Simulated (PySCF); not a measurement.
C₂H₃AlClF, SMILES [F][Al]([CH]=C)[Cl]. Geometry optimised at PBE-D3(BJ)/def2-SVP. The values are those of a single conformer.

Computed equilibrium geometry at PBE-D3(BJ)/def2-SVP (PySCF confirms it by a frequency run) as bond lengths and angles, and its point group (one conformer of several):
point group Cs.
Atoms: Al1 F2 Cl3 C4 C5 H6 H7 H8. Bond lengths (Å): Al1–F2 1.674, Al1–Cl3 2.108, Al1–C4 1.931, C4–C5 1.352, C4–H6 1.106, C5–H7 1.106, C5–H8 1.105. Bond angles (°): F2–Al1–Cl3 117.3, F2–Al1–C4 122.6, Cl3–Al1–C4 120.1, Al1–C4–C5 120.5, Al1–C4–H6 121.6, C5–C4–H6 117.9, C4–C5–H7 122.4, C4–C5–H8 121.9, H7–C5–H8 115.7.
